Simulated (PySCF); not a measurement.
Neon: a sound run and one with changed settings

Sound run: Ne+ [He] 2s2 2p5, Ne(2+) [He] 2s2 2p4. Computed with PySCF 2.14 in 6-31G* (3s2p1d, 14 functions), with the non-relativistic Hamiltonian (point nucleus). In the sound run the correlated levels freeze 1s2. The sound run starts from symmetry-adapted Hartree-Fock orbitals and uses a fine grid where one is needed.

Changed run: initial guess 1e, at most 50 SCF cycles, level shift 2.0 hartree.

```csv
species,method,sound run (hartree),changed run (hartree),converged
Ne+,UHF,-127.75061,-127.75061,yes
Ne+,MN15,-128.02476,-128.02476,yes
Ne+,B3LYP,-128.11164,-128.11164,yes
Ne+,MP2,-127.84687,-127.80815,yes
Ne+,CCSD(T),-127.85634,-127.85634,yes
Ne(2+),UHF,-126.29981,-126.29981,yes
Ne(2+),MN15,-126.50244,-126.50244,yes
Ne(2+),B3LYP,-126.58814,-126.58814,yes
Ne(2+),MP2,-126.35644,-126.33429,yes
Ne(2+),CCSD(T),-126.36661,-126.36661,yes
```

Ionisation energy of Ne+:

```csv
method,sound run (eV),changed run (eV)
UHF,39.478,39.478
MN15,41.424,41.424
B3LYP,41.456,41.456
MP2,40.557,40.106
SCS-MP2,40.509,40.080
CCSD,40.520,40.520
CCSD(T),40.538,40.538
```

A level shift leaves the converged SCF energy unchanged but raises the virtual orbital energies, which shrinks MP2 if it is not removed.

For comparison, NIST gives 40.963 eV between the lowest levels.
